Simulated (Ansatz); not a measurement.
Gas-phase electronic energies from Ansatz, PBE0-D4/def2-TZVP geometries. CBS: MP2 limit from def2 TZ/QZ plus the TZ coupled-cluster correction, frozen cores. Functionals use def2-TZVPP. B3LYP here is the variant with VWN-RPA as its local correlation; programs differ in this. def2 core potentials past Kr. For Ge, Te outer-core shells are correlated without core-valence functions, which leaves a few kJ/mol of doubt a bond. Scalar relativity is left out up to krypton. Each species was taken in one conformer, which may not be the lowest.

Consider the ligand exchange at the Al–C bond: `[AlH2][CH2]C[TeH]` + `N[SiH2][GeH3]` → `[AlH2][NH][SiH2][GeH3]` + `CC[TeH]`.

`[AlH2][CH2]C[TeH]`:

```xyz
11

Al   -0.234   -1.862    1.022
C     0.641   -0.368    0.091
C    -0.294    0.743   -0.346
Te    0.811    2.312   -1.354
H    -1.805   -1.837    1.262
H     0.641   -3.086    1.530
H     1.182   -0.787   -0.768
H     1.427    0.018    0.755
H    -1.049    0.392   -1.049
H    -0.800    1.210    0.497
H    -0.519    3.264   -1.642
```

`N[SiH2][GeH3]`:

Z-matrix (Å, degrees):
```
Si
Ge 1 2.379
N 1 1.723 2 108.4
H 1 1.496 2 107.9 3 -126.0
H 1 1.487 2 110.7 3 117.5
H 2 1.539 1 111.0 3 173.1
H 2 1.542 1 110.4 3 53.9
H 2 1.538 1 111.7 3 -65.9
H 3 1.008 1 119.6 2 166.2
H 3 1.007 1 119.8 2 -51.1
```

`[AlH2][NH][SiH2][GeH3]`:

```xyz
12

Al   -0.668   -2.308    1.123
N    -0.859   -0.887    0.061
Si   -0.439    0.763    0.361
Ge    1.195    1.563   -1.180
H    -1.127   -3.711    0.551
H    -0.054   -2.078    2.560
H    -1.248   -1.062   -0.857
H     0.107    0.833    1.743
H    -1.625    1.666    0.282
H     0.697    1.397   -2.629
H     2.510    0.770   -1.051
H     1.512    3.054   -0.963
```

`CC[TeH]`:

Z-matrix (Å, degrees):
```
C
C 1 1.514
H 1 1.094 2 110.3
H 1 1.093 2 111.6 3 119.5
H 1 1.093 2 111.6 3 -119.6
Te 2 2.158 1 109.9 3 -180.0
H 2 1.089 1 111.7 3 -61.2
H 2 1.089 1 111.7 3 61.3
H 6 1.658 2 94.0 1 -179.8
```

```
         level  ΔE (kJ/mol)
         B3LYP       -120.9
CCSD/CBS(def2)       -122.4
```

Q: What does CCSD(T)/CBS give? (An estimate is asked.)

A: Computed: -122.1 kJ/mol. The listed levels differ from it by 1.2, -0.3 kJ/mol.

Largest T1 diagnostic among the species: 0.012.

Leaving LDA and LC-ωPBE aside and taking each functional with its dispersion term where it has one, the values, not all of them listed here, spread over 12.2 kJ/mol, from BHLYP-D4 to revPBE-D4. From BLYP to BHLYP (50 % exact exchange), in def2-TZVPP and without D4, ΔE moves by −5.0 kJ/mol.
